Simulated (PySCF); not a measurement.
Compound: C5H6F2O.
Structure used (PBE0-D3(BJ)/def2-SVP), in Å, numbered top down from 1:
```
atom  x, y, z in Å
C1     2.4003    0.5515    1.5297
C2     1.7602   -0.1558    0.5881
C3     0.3749    0.0448    0.2061
C4    -0.2133   -0.7087   -0.7383
O5    -1.5035   -0.6476   -1.1548
C6    -2.4113    0.0153   -0.3826
F7    -3.6169   -0.3112   -0.8329
F8    -2.2643    1.3466   -0.5095
H9     1.8974    1.3496    2.0844
H10    3.4462    0.3553    1.7749
H11    2.3023   -0.9483    0.0581
H12   -0.1742    0.8527    0.6984
H13    0.3279   -1.4816   -1.2894
H14   -2.3139   -0.2481    0.6872
```

The closed-shell ground state was solved at several levels (PySCF, density fitting, gas phase, non-relativistic).

```
              level  basis functions  total energy (Eh)  HOMO (eV)  LUMO (eV)  gap (eV)  dipole (D)
   wB97X-D/pcSseg-1              166          -468.8157      -8.45       0.86      9.31        2.12
CAM-B3LYP/def2-SVPD              217          -468.5101      -7.96       0.15      8.11        2.19
      PBE0/pcSseg-1              166          -468.4636      -6.68      -0.87      5.81        2.02
```

Q: Estimate the row for B3LYP/pcJ-1, a basis of 276 functions; the other rows only guide the guess.

A: Total energy -469.0227 Eh, HOMO -6.45 eV, LUMO -1.06 eV, gap 5.39 eV, dipole 2.02 D.

Q: Over all these levels, which gives the widest orbital gap and which the narrowest?

A: wB97X-D/pcSseg-1 (range-separated hybrid) has the widest, 9.31 eV, and B3LYP/pcJ-1 (global hybrid, 20 % exact exchange) the narrowest, 5.39 eV. Functional and basis both differ between the two, so the spread mixes both effects.

Q: How far do the dipole and the HOMO energy spread over the levels?

A: The dipole runs from 2.02 to 2.19 D (mean 2.09 D) and the HOMO from -8.45 to -6.45 eV.

One conformer stands for the species.

wB97X-D is run here without its empirical dispersion term; that term would change no orbital, density or response property at a fixed geometry.
